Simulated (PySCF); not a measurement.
C8H16O.
SMILES with atom numbers: `[CH3:1][O:2][C@H:3]1[CH2:4][CH2:5][C@H:6]([CH3:7])[CH2:8][CH2:9]1`

Structure used (GFN2-xTB), in Å, numbered top down from 1:
```xyz
25
C8H16O angstrom
C      3.528    0.325    0.050
O      2.512   -0.637   -0.043
C      1.204   -0.159    0.227
C      0.622    0.654   -0.935
C     -0.820    1.055   -0.643
C     -1.695   -0.172   -0.390
C     -3.139    0.234   -0.108
C     -1.113   -0.976    0.773
C      0.328   -1.383    0.489
H      3.444    1.095   -0.726
H      4.467   -0.210   -0.082
H      3.524    0.813    1.033
H      1.231    0.473    1.132
H      1.224    1.549   -1.106
H      0.665    0.039   -1.837
H     -0.845    1.702    0.238
H     -1.216    1.626   -1.486
H     -1.678   -0.801   -1.288
H     -3.193    0.862    0.778
H     -3.757   -0.646    0.057
H     -3.551    0.790   -0.948
H     -1.149   -0.371    1.682
H     -1.716   -1.870    0.944
H      0.741   -1.942    1.330
H      0.373   -2.025   -0.392
```

NICS is the negative of the GIAO shielding at a point without a nucleus: at the ring centre (0) and 1 Å above and below it (1); zz is the component along the ring normal. Level: GIAO PBE0/pcSseg-1 (PySCF, non-relativistic, gas phase) on the GFN2-xTB geometry, one conformer.

Ring bond lengths (Å), with Mayer bond orders in brackets: C3–C4 1.533 (1.01), C4–C5 1.525 (1.04), C5–C6 1.529 (1.00), C6–C8 1.529 (0.99), C8–C9 1.524 (1.04), C9–C3 1.528 (1.02).

Problem. What do the NICS probes read (ppm)?

Solution. 
```json
{"ring": "C3–C4–C5–C6–C8–C9", "type": "6-membered carbocycle; formal bonds all single", "NICS(0)": "-3.4", "NICS(1), two faces": "-2.4 / -3.6", "NICS(1)zz, two faces": "3.2 / 1.9", "rms pucker (Å)": "0.24", "centre to ring atoms, mean (Å)": "1.47"}
```

Problem. What can be read from them?

Solution. 
- C3–C4–C5–C6–C8–C9: mean NICS(1)zz 2.6 ppm, near zero. C3, C4, C5, C6, C8, C9 have four or more neighbours; no verdict on aromaticity is drawn.

Problem. At the second NICS(1) probe listed for ring C3–C4–C5–C6–C8–C9, 1 Å off the ring, what do the in-plane components average?

Solution. The isotropic value is a third of the trace: (3 × -3.6 − (1.9))/2 = -6.4 ppm.

Problem. How shielded are the nuclei of the rings and their hydrogens (means over atoms taken as equivalent)?

Solution. 
| atoms | environment | σ isotropic (ppm) | principal values of the symmetric part, first atom (ppm) |
| --- | --- | --- | --- |
| C3 | sp3 carbon bound to oxygen | 102.5 | 76.0, 83.0, 148.6 |
| C4 (×2) | ring CH2 carbon | 151.6 | 137.4, 158.4, 166.6 |
| C5 (×2) | ring CH2 carbon | 150.1 | 139.4, 143.2, 168.8 |
| C6 | sp3 CH carbon | 150.5 | 145.2, 146.0, 160.3 |
| H13 | methine hydrogen | 28.84 | 25.8, 29.9, 30.8 |
| H14 (×2) | methylene hydrogen | 29.59 | 23.7, 29.6, 35.0 |
| H15 (×2) | methylene hydrogen | 30.57 | 27.1, 29.7, 35.5 |
| H16 (×2) | methylene hydrogen | 30.88 | 27.0, 30.5, 35.3 |
| H17 (×2) | methylene hydrogen | 30.02 | 24.6, 29.3, 36.1 |
| H18 | methine hydrogen | 30.60 | 26.6, 30.1, 35.1 |
